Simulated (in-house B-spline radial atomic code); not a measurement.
**Ionising Co³⁺ with different functionals**

Computed with a radial B-spline atomic code at the basis-set limit: four-component Dirac-Coulomb Hamiltonian, Fermi nucleus of rms radius 3.7875 fm, spin-restricted, spherical fractional occupations for the functionals. The ionisation energy is the difference of two self-consistent energies, [Ar] 3d6 → [Ar] 3d5, without Breit or QED terms; ε is the level of the shell that loses the electron (mean over j). The electron is taken from both j subshells in proportion to 2j + 1, so the result is a j average, not the step between ground levels.

Hybrids are left out here: with spherical fractional occupations of an open shell their exact exchange keeps a self-interaction that integer-occupation calculations don't have.

| method | rung | ΔSCF (eV) | -ε(3d) (eV) |
| --- | --- | --- | --- |
| LDA VWN5 | LDA | ? | ? |
| relativistic LDA | LDA | 55.68 | 45.50 |
| LDA PW92 | LDA | 55.66 | 45.48 |
| LDA exchange-only | LDA | 53.86 | 43.74 |
| PBE | GGA | ? | ? |
| PBEsol | GGA | 55.31 | 45.13 |
| BLYP | GGA | 55.32 | 45.15 |
| RPBE | GGA | 55.26 | 45.07 |
| PW91 | GGA | 55.47 | 45.28 |
| BP86 | GGA | 55.40 | 45.22 |
| AM05 | GGA | 55.33 | 45.14 |
| OLYP | GGA | 55.59 | 45.33 |

What does LDA VWN5 give?

ΔSCF 55.67 eV, and -ε(3d) = 45.49 eV.

What does PBE give?

ΔSCF 55.35 eV, and -ε(3d) = 45.16 eV.

How do they compare with the NIST value?

NIST lists 51.3 eV ± 0.1 (semi-empirical, ground level to ground level). Errors run from +2.59 to +4.41 eV. The correlated functionals all miss on the same side by more than they spread, so the cause is common to them (Breit-QED terms, spin polarisation, the choice among j levels, multiplet and fine-structure energies, or a listed next ion that isn't the cheapest removal here) and closeness doesn't rank the functionals.
